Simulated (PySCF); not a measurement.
Atom-mapped SMILES (the numbers label the heavy atoms): `[CH3:1][O:2][CH2:3][C+:4]([CH3:5])/[CH:6]=[CH:7]/[F:8]`; H(Xn) means a hydrogen on atom n.

Geometry: GFN2-xTB; GIAO shifts from PySCF, gas phase, non-relativistic, averaged over equivalent atoms.

At PBE0/pcSseg-1 (186 basis functions, 24 s wall time on 1 thread of an Arm Neoverse V1, shared host):
| atoms | δ (ppm) |
| --- | --- |
| C4 | 252.5 |
| C7 | 213.4 |
| C6 | 132.9 |
| C3 | 91.0 |
| C1 | 63.0 |
| C5 | 33.4 |
| O2 | 51.3 |
| F8 | 51.3 |
| H(C7) | 10.50 |
| H(C6) | 7.59 |
| H(C3) | 5.66 |
| H(C1) | 4.11 |
| H(C5) | 3.31 |

δ = σ(ref) − σ, references computed at the same level: 13C (σref 186.93), 1H (σref 31.72) against TMS; 17O (σref 336.08) vs H2O; 19F (σref 170.95) against CFCl3.

Q: What do these become at B97-D/pcSseg-1?

A: 
```
atoms  δ at B97-D/pcSseg-1  change
   C4                233.9   -18.6
   C7                201.7   -11.7
   C6                128.3    -4.6
   C3                 92.1    +1.1
   C1                 64.4    +1.4
   C5                 33.6    +0.2
   O2                 83.5   +32.2
   F8                 43.7    -7.6
H(C7)                10.48   -0.02
H(C6)                 7.40   -0.19
H(C3)                 5.85   +0.19
H(C1)                 4.21   +0.10
H(C5)                 3.27   -0.04
```

Referencing at the same level of theory: 13C (181.77 ppm) and 1H (31.85 ppm) against TMS; H2O for 17O (332.11 ppm); 19F (147.98 ppm) vs CFCl3.

The largest change is at O2 (ether oxygen). Cost: 186 basis functions, 36 s wall time on 1 thread of an Arm Neoverse V1, shared host. The order of the carbon signals is the same at both levels.

Unscaled 19F shifts against computed CFCl3 carry errors that often reach 10 to 50 ppm. Experimental scales use liquid or dissolved standards, which lie at an offset from isolated H2O (liquid H2O: subtract about 36 ppm).
